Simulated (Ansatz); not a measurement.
Reaction (ligand exchange at a Zn–O bond): `[SiH3][O][Zn][Cl]` + CH₃OH → `C[O][Zn][Cl]` + `O[SiH3]`

Isolated molecules relaxed with PBE0-D4/def2-TZVP in Ansatz; ΔE leaves out vibrations. CCSD(T)/CBS adds triple-zeta CCSD(T) − MP2 to the extrapolated MP2 energy (def2 sets, frozen cores). This one scheme is used for every species. Functionals use def2-TZVPP. HSE06 is defined as in plane-wave codes. For Zn outer-core shells are correlated without core-valence functions, which leaves a few kJ/mol of doubt a bond. Scalar relativity is left out up to krypton. One conformer a species, not always the lowest.

`[SiH3][O][Zn][Cl]`:

Cartesian coordinates in Å:
```
Si 1.105 0.440 0.246
O -0.071 -0.669 0.070
Zn -1.754 -0.896 -0.365
Cl -3.739 -1.251 -0.866
H 0.736 1.462 1.268
H 1.371 1.155 -1.034
H 2.352 -0.241 0.681
```

CH₃OH:

Cartesian coordinates in Å:
```
C 0.087 -0.071 -0.338
O 0.290 0.092 1.047
H 1.047 -0.355 -0.770
H -0.245 0.854 -0.824
H -0.636 -0.865 -0.564
H -0.543 0.345 1.449
```

`C[O][Zn][Cl]`:

Cartesian coordinates in Å:
```
C 0.962 -0.476 -0.299
O -0.115 -0.491 0.599
Zn -1.494 0.608 0.599
Cl -3.181 1.824 0.729
H 1.647 -1.285 -0.026
H 0.651 -0.643 -1.338
H 1.530 0.463 -0.264
```

`O[SiH3]`:

```xyz
6

O     0.567    0.304    1.109
Si   -0.084   -0.237   -0.305
H     0.336    1.187    1.399
H    -1.572   -0.269   -0.249
H     0.442   -1.607   -0.497
H     0.311    0.622   -1.456
```

**Question.** Is it downhill or uphill in electronic energy at CCSD(T)/CBS, and by how much? (Best estimate.)

**Answer.** Computed: Uphill: ΔE = +0.34 eV.

**Question.** What do these levels give: revPBE-D4, r2SCAN-D4, CAM-B3LYP-D4, PBE, BLYP, r2SCANh, r2SCAN0, HSE06, CAM-B3LYP, LC-ωPBE, HF/def2-SVP, MP2/def2-TZVPP? (Estimate.)

**Answer.** Computed: revPBE-D4 0.24, r2SCAN-D4 0.28, CAM-B3LYP-D4 0.31, PBE 0.23, BLYP 0.23, r2SCANh 0.30, r2SCAN0 0.32, HSE06 0.29, CAM-B3LYP 0.30, LC-ωPBE 0.31, HF/def2-SVP 0.46, MP2/def2-TZVPP 0.33 eV.

**Question.** What do rigid-rotor, harmonic-oscillator terms from PBE0-D4/def2-TZVP frequencies (298.15 K, 1 bar) make of the CCSD(T)/CBS value? (Estimate.)

**Answer.** Ansatz gave: ΔZPE = -0.02 eV, ΔH = +0.31 eV, ΔS = -9 J/(mol·K), ΔG = +0.34 eV. Modes under 50 cm⁻¹ make the entropy rough.

Largest T1 diagnostic among the species: 0.015.

Leaving LDA and LC-ωPBE aside and taking each functional with its dispersion term where it has one, the values, not all of them listed here, spread over 0.12 eV, from revPBE-D4 to BHLYP-D4. At CCSD(T), def2-SVP lies +0.07 eV from the extrapolated value and def2-TZVPP +0.00 eV.
